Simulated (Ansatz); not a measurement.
Ansatz (a first-principles code) input (r2SCAN/def2-TZVP):

Ansatz 0.2 input:
```yaml
crystal:
  periodic: [false, false, false]
  atoms:
    - {symbol: Hf, position_ang: [0.28608069, 0.20739972, -0.15815526]}
    - {symbol: O, position_ang: [-0.86987354, 1.27221407, -0.92475992]}
    - {symbol: Cl, position_ang: [-0.80228361, -1.47708780, 1.10501517]}
basis:
  gaussian:
    orbitals: def2-TZVP
hamiltonian:
  xc: {name: r2SCAN}
magnetization: {spin_polarized: true, initial_magnetization: 1}
relax: {f_tol: 0.003, max_steps: 100}
```

Output:

```
Functional definition: r2SCAN
integrals: 0.04 GiB planned
752 factors; their error is unknown
mean field: 0.39 GiB planned
mean field evaluation 1: about -15866.1627 eV, gradient 5.7e1 eV
mean field evaluation 2: about -15630.7669 eV, gradient 1.6e2 eV
mean field evaluation 4: about -15877.4526 eV, gradient 1.5e1 eV
mean field evaluation 8: about -15878.5381 eV, gradient 1.2e-1 eV
mean field evaluation 16: about -15878.5317 eV, gradient 1.6e-3 eV
mean field -15878.53172856 eV, -583.5252781693 hartree, gradient 8.4e-5 eV, S^2 0.754481; 2 other end points of the search recorded, 0 dependent functions left out
the calculation of the forces begins
reference -15878.53174956 eV, -583.5252789411 hartree; 19, 18 occupied and 89, 90 virtual orbitals, 752 factors
relax step   1: F+E_penalty+E_count = -15878.53172856 eV  Δ(F+E_penalty+E_count) = +0.000e0 eV  max|allowed force component| = 1.683e-1 eV/Å  Δτ_max = 0.0000 Å  (51 SCF iters, accepted)
these checks for a lower state are left out or cut short: starts, cluster_reference, orbital_swaps, neighbouring_geometries, increment
integrals: 0.04 GiB planned
752 factors; their error is unknown
mean field: 0.39 GiB planned
mean field evaluation 32: about -15878.5299 eV, gradient 8.8e-2 eV
mean field -15878.52995950 eV, -583.5252131573 hartree, gradient 1.6e-5 eV, S^2 0.754632; 0 other end points of the search recorded, 0 dependent functions left out
the calculation of the forces begins
reference -15878.52998058 eV, -583.5252139321 hartree; 19, 18 occupied and 89, 90 virtual orbitals, 752 factors
relax step   2: F+E_penalty+E_count = -15878.52995950 eV  Δ(F+E_penalty+E_count) = +1.769e-3 eV  max|allowed force component| = 3.013e-1 eV/Å  Δτ_max = 0.0654 Å  (44 SCF iters, rejected (line search))
these checks for a lower state are left out or cut short: starts, cluster_reference, orbital_swaps, neighbouring_geometries, increment
integrals: 0.04 GiB planned
752 factors; their error is unknown
mean field: 0.39 GiB planned
mean field -15878.53546381 eV, -583.5254154370 hartree, gradient 1.6e-5 eV, S^2 0.754531; 0 other end points of the search recorded, 0 dependent functions left out
the calculation of the forces begins
reference -15878.53548488 eV, -583.5254162116 hartree; 19, 18 occupied and 89, 90 virtual orbitals, 752 factors
relax step   3: F+E_penalty+E_count = -15878.53546381 eV  Δ(F+E_penalty+E_count) = -3.735e-3 eV  max|allowed force component| = 9.427e-2 eV/Å  Δτ_max = 0.0285 Å  (39 SCF iters, accepted)
these checks for a lower state are left out or cut short: starts, cluster_reference, orbital_swaps, neighbouring_geometries, increment
integrals: 0.04 GiB planned
752 factors; their error is unknown
mean field: 0.39 GiB planned
mean field -15878.53568427 eV, -583.5254235387 hartree, gradient 1.8e-5 eV, S^2 0.754509; 0 other end points of the search recorded, 0 dependent functions left out
the calculation of the forces begins
reference -15878.53570538 eV, -583.5254243148 hartree; 19, 18 occupied and 89, 90 virtual orbitals, 752 factors
relax step   4: F+E_penalty+E_count = -15878.53568427 eV  Δ(F+E_penalty+E_count) = -2.205e-4 eV  max|allowed force component| = 9.622e-3 eV/Å  Δτ_max = 0.0028 Å  (39 SCF iters, accepted)
these checks for a lower state are left out or cut short: starts, cluster_reference, orbital_swaps, neighbouring_geometries, increment
integrals: 0.04 GiB planned
752 factors; their error is unknown
mean field: 0.39 GiB planned
mean field -15878.53568886 eV, -583.5254237076 hartree, gradient 1.6e-5 eV, S^2 0.754510; 0 other end points of the search recorded, 0 dependent functions left out
the calculation of the forces begins
reference -15878.53570998 eV, -583.5254244836 hartree; 19, 18 occupied and 89, 90 virtual orbitals, 752 factors
relax step   5: F+E_penalty+E_count = -15878.53568886 eV  Δ(F+E_penalty+E_count) = -4.597e-6 eV  max|allowed force component| = 1.988e-3 eV/Å  Δτ_max = 0.0005 Å  (41 SCF iters, accepted)
integrals: 0.04 GiB planned
752 factors; their error is unknown
mean field: 0.39 GiB planned
mean field evaluation 64: about -15866.1943 eV, gradient 5.7e1 eV
mean field -15878.53568886 eV, -583.5254237076 hartree, gradient 1.6e-5 eV, S^2 0.754510; 1 other end points of the search recorded, 0 dependent functions left out
the calculation of the forces begins
reference -15878.53570998 eV, -583.5254244836 hartree; 19, 18 occupied and 89, 90 virtual orbitals, 752 factors
Total energy: -15878.53570998 eV, -583.5254244836 hartree
Atom 0 at     0.302035     0.205981    -0.157383 Å, force    -0.001297     0.001988    -0.001446 eV/Å
Atom 1 at    -0.879630     1.250184    -0.908318 Å, force     0.001654    -0.001578     0.001137 eV/Å
Atom 2 at    -0.808481    -1.453640     1.087801 Å, force    -0.000357    -0.000410     0.000309 eV/Å
Dipole moment:     0.991187    -0.042958     0.014596 e Å
```

The spin state was set by rule; other spins were not relaxed.
